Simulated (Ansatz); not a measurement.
Species: GaH, charge 1, doublet. GaH+ (parent SMILES [GaH], doublet).
B3LYP-D3(BJ)/def2-TZVP minimum from Ansatz (a first-principles code):
```
Ga
H 1 1.6902
```
Charge +1, spin multiplicity 2.

Total energies in cc-pV5Z, 3 correlated electrons, 14 frozen orbitals. UHF or UKS for unpaired electrons; spin-orbit terms are left out. Cores are frozen in correlated methods (noble-gas shells, and filled d and f shells in the p block). No relativity. The UHF reference of HGa+ (parent SMILES [GaH], doublet) is spin-contaminated (<S^2> up to 0.05 over the pure value in the sets run). The spin of HGa+ (parent SMILES [GaH], doublet) was assumed, and the state is the lowest solution found for it.

```csv
method,program,energy (Eh),minus CCSDT (mEh)
HF,Ansatz,-1923.56908,47.65
MP2,Ansatz,-1923.60352,13.21
CCSD,Ansatz,-1923.61595,0.78
CCSD(T),Ansatz,-1923.61654,0.19
CCSDT,Ansatz,-1923.61673,0.00
```

Rough core times of Ansatz's runs on a shared machine: CCSD(T) 40 s, CCSDT 8 min.
